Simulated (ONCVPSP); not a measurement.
**u(r) = r·R(r): atom against pseudo-atom (Cu)**

Columns: radius, all-electron u(r) and pseudo u(r) of the 3p shell (level -72.14 eV) of copper in the configuration [Ne] 3s2 3p6 3d10 4s1; PBE, scalar-relativistic, ONCV scheme, ONCVPSP 4.0.1.

```json
{"r (bohr)": "0.075", "all-electron": "-0.5112", "pseudo": "0.0476"}
{"r (bohr)": "0.150", "all-electron": "-0.6163", "pseudo": "0.1818"}
{"r (bohr)": "0.225", "all-electron": "-0.2378", "pseudo": "0.3812"}
{"r (bohr)": "0.300", "all-electron": "0.2710", "pseudo": "0.6146"}
{"r (bohr)": "0.375", "all-electron": "0.7094", "pseudo": "0.8454"}
{"r (bohr)": "0.450", "all-electron": "1.0126", "pseudo": "1.0387"}
{"r (bohr)": "0.525", "all-electron": "1.1807", "pseudo": "1.1702"}
{"r (bohr)": "0.600", "all-electron": "1.2424", "pseudo": "1.2317"}
{"r (bohr)": "0.675", "all-electron": "1.2281", "pseudo": "1.2256"}
{"r (bohr)": "0.750", "all-electron": "1.1661", "pseudo": "1.1661"}
{"r (bohr)": "0.825", "all-electron": "1.0770", "pseudo": "1.0771"}
{"r (bohr)": "0.900", "all-electron": "0.9754", "pseudo": "0.9754"}
{"r (bohr)": "0.975", "all-electron": "0.8708", "pseudo": "0.8708"}
{"r (bohr)": "1.050", "all-electron": "0.7690", "pseudo": "0.7691"}
{"r (bohr)": "1.125", "all-electron": "0.6736", "pseudo": "0.6736"}
{"r (bohr)": "1.200", "all-electron": "0.5863", "pseudo": "0.5863"}
{"r (bohr)": "1.275", "all-electron": "0.5077", "pseudo": "0.5078"}
{"r (bohr)": "1.350", "all-electron": "0.4379", "pseudo": "0.4380"}
{"r (bohr)": "1.425", "all-electron": "0.3765", "pseudo": "0.3765"}
{"r (bohr)": "1.500", "all-electron": "0.3228", "pseudo": "0.3228"}
{"r (bohr)": "1.575", "all-electron": "0.2762", "pseudo": "0.2762"}
{"r (bohr)": "1.650", "all-electron": "0.2359", "pseudo": "0.2359"}
{"r (bohr)": "1.725", "all-electron": "0.2011", "pseudo": "0.2011"}
{"r (bohr)": "1.800", "all-electron": "0.1713", "pseudo": "0.1713"}
{"r (bohr)": "1.875", "all-electron": "0.1457", "pseudo": "0.1457"}
{"r (bohr)": "1.950", "all-electron": "0.1238", "pseudo": "0.1238"}
```

Task: How many radial nodes do the two functions have?

Result: The all-electron 3p function has n − l − 1 = 1; the pseudo-wave has 0, since the states of the same l below it are removed with the core.

Task: At about which radius was the pseudo-wave matched?

Result: 0.75 bohr, where the columns begin to agree (steps of 0.07 bohr).

Task: Where does each function peak?

Result: Outermost all-electron maximum near 0.60 bohr, pseudo maximum near 0.60 bohr (to the table’s step).

Task: Is the pseudo-wave norm-conserving?

Result: Yes: the ONCV scheme keeps the norm inside the radius equal to the all-electron one, which fixes the energy derivative of the logarithmic derivative at the level.
